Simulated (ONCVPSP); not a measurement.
# Eu, ONCV: configuration errors across variants

```
Element                 : europium
Generator               : ONCVPSP 4.0.1
Type                    : optimised norm-conserving Vanderbilt (ONCV)
Functional              : PBE
Relativity              : scalar-relativistic
Frozen core             : [Kr] 4d10 4f6
Valence charge          : 11
Reference configuration : 5s2 5p6 5d1 6s1.5 (charge +0.5)
Partial waves           : 5s+6s: rc 2.05 bohr, ncon 5, nbas 9, qcut 6.4 1/bohr, 2 projectors; 5p: rc 1.75 bohr, ncon 4, nbas 7, qcut 4.7 1/bohr, 3 projectors, debl 2.4 Ha; 5d: rc 3.70 bohr, ncon 4, nbas 8, qcut 4.5 1/bohr, 2 projectors, debl 3.6 Ha
Local potential         : polynomial inside 1.55 bohr (lpopt 5, dvloc0 4 Ha)
Core correction         : none
```

All-electron excitation energies from the reference (eV): (1) 5s2 5p6 5d1 6s2 -2.638; (2) 5s2 5p6 5d1 6s1 3.911; (3) 5s2 5p6 5d1 6s0 15.846; (4) 5s2 5p6 5d1 6s1 6p1 0.159.

A true bound ghost makes a file unfit for plane-wave use even where its test errors are small: the radial tests pick states by their node count and pass the ghost by.

Errors AE − PS in meV (a dash: test not solved or not reliable):

```tsv
change	(1)	(2)	(3)	(4)	bound ghosts	GHOST(+) flags above zero
base	+1.2	-0.1	+7.0	+1.4	none	s
p: rc 1.3; local potential polynomial inside 1.30 bohr (lpopt 5, dvloc0 4 Ha)	+1.2	-0.1	+7.6	+1.4	p	s, p
p: rc 1.82	+1.2	-0.1	+7.0	+1.4	none	s
p: rc 1.94	+1.2	-0.1	+7.1	+1.4	none	s, p
p: rc 2.32	+1.2	-0.1	+7.5	+1.3	none	s
p: rc 2.5	+1.2	-0.1	+7.8	+1.4	none	s
```

Give the same row for: p: rc 1.56.

+1.2, -0.1, +7.1, +1.4; bound ghosts: none; GHOST(+) flags above zero: s, p.
